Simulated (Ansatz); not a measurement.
`NC(F)CO` and `C[SiH2]C(N)F` differ in one atom or group.

Ansatz, PBE0-D4/def2-TZVP geometries, multiplicity 1. Each molecule was computed in one conformer, which needn't be the lowest.

| property | `NC(F)CO` |
| --- | --- |
| size of the dipole moment (ωB97M-V/def2-TZVPP) / D | 0.82 |
| LUMO energy (PBE0/def2-TZVPP) / eV | 1.02 |
| size of the dipole moment (B3LYP/def2-TZVPP) / D | 0.82 |
| HOMO–LUMO gap (ωB97M-V/def2-TZVPP) / eV | 12.70 |
| HOMO energy (PBE/def2-TZVPP) / eV | -6.22 |
| HOMO energy (ωB97M-V/def2-TZVPP) / eV | -10.24 |

Task: Give the same properties after the change, and the shifts. (Best estimate.)

Result: Computed: 
```
                                          property  `C[SiH2]C(N)F`  shift
size of the dipole moment (ωB97M-V/def2-TZVPP) / D            1.40   0.58
                LUMO energy (PBE0/def2-TZVPP) / eV            0.59  -0.43
  size of the dipole moment (B3LYP/def2-TZVPP) / D            1.41   0.59
           HOMO–LUMO gap (ωB97M-V/def2-TZVPP) / eV           12.29  -0.41
                 HOMO energy (PBE/def2-TZVPP) / eV           -6.37  -0.15
             HOMO energy (ωB97M-V/def2-TZVPP) / eV          -10.25  -0.01
```

With PBE0 the HOMO falls by 0.06 eV and the LUMO falls by 0.43 eV, so the gap narrows by about 0.37 eV. PBE moves the HOMO by -0.15 eV and ωB97M-V by -0.01 eV. Dipoles are sizes alone; their direction can turn.

B3LYP here is the variant with VWN-RPA as its local correlation; programs differ in this.
